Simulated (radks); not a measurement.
Isoelectronic series with 29 electrons, each ion in its NIST ground configuration. Calculated with a radial shooting solver on a logarithmic mesh with Libxc functionals: scalar-relativistic Kohn-Sham, PBE, spin-polarised, spherical densities, finite nucleus; open shells are filled with parallel spins first (spin-orbit coupling, left out, can overturn this in heavy ions); Fermi nuclear charge, rms radius of each element as measured or else 0.836 A^(1/3) + 0.57 fm. Total energies (hartree) and orbital eigenvalues (hartree) (* marks an orbital that is empty in some or all of the ions):

ion    configuration  E (hartree)   4s down*    3d down      4s up      3d up      3p up
Cu     [Ar] 3d10 4s1  -1654.85043   -0.14917   -0.17985   -0.18391   -0.18588   -2.64845
Ga2+   [Ar] 3d10 4s1  -1942.95414   -0.92954   -1.44035   -0.98100   -1.44976   -4.38097
As4+   [Ar] 3d10 4s1  -2256.93266   -2.05830   -3.32267   -2.12286   -3.33425   -6.76140
Br6+   [Ar] 3d10 4s1  -2596.76125   -3.48776   -5.73016   -3.56411   -5.74366   -9.67971
Rb8+   [Ar] 3d10 4s1  -2962.53722   -5.20171   -8.62820   -5.28913   -8.64351  -13.09875
Nb12+  [Ar] 3d10 4s1  -3772.58029   -9.45911  -15.83882   -9.56735  -15.85765  -21.38405
Tc14+  [Ar] 3d10 4s1  -4217.25301  -11.99842  -20.13754  -12.11663  -20.15810  -26.23932
Rh16+  [Ar] 3d10 4s1  -4688.67334  -14.81127  -24.89358  -14.93926  -24.91589  -31.56716
Ag18+  [Ar] 3d10 4s1  -5187.10613  -17.89861  -30.10492  -18.03623  -30.12896  -37.36756
In20+  [Ar] 3d10 4s1  -5712.83524  -21.26204  -35.77025  -21.40915  -35.79604  -43.64141
Sb22+  [Ar] 3d10 4s1  -6266.16990  -24.90362  -41.88882  -25.06011  -41.91638  -50.39023
I24+   [Ar] 3d10 4s1  -6847.44061  -28.82583  -48.46025  -28.99163  -48.48958  -57.61604
Cs26+  [Ar] 3d10 4s1   -7457.0045  -33.03157  -55.48442  -33.20659  -55.51555  -65.32125
La28+  [Ar] 3d10 4s1   -8095.2410  -37.52407  -62.96147  -37.70824  -62.99442  -73.50863
Pr30+  [Ar] 3d10 4s1   -8762.5592  -42.30693  -70.89169  -42.50019  -70.92649  -82.18125
Pm32+  [Ar] 3d10 4s1   -9459.3854  -47.38407  -79.27555  -47.58636  -79.31222  -91.34246
Eu34+  [Ar] 3d10 4s1  -10186.1676  -52.75974  -88.11362  -52.97101  -88.15220  -100.9959
Tb36+  [Ar] 3d10 4s1  -10943.4779  -58.43893  -97.40657  -58.65912  -97.44709  -111.1453
Ho38+  [Ar] 3d10 4s1  -11731.7311  -64.42626  -107.1552  -64.65534  -107.1977  -121.7949
Tm40+  [Ar] 3d10 4s1  -12551.5987  -70.72766  -117.3605  -70.96558  -117.4050  -132.9490
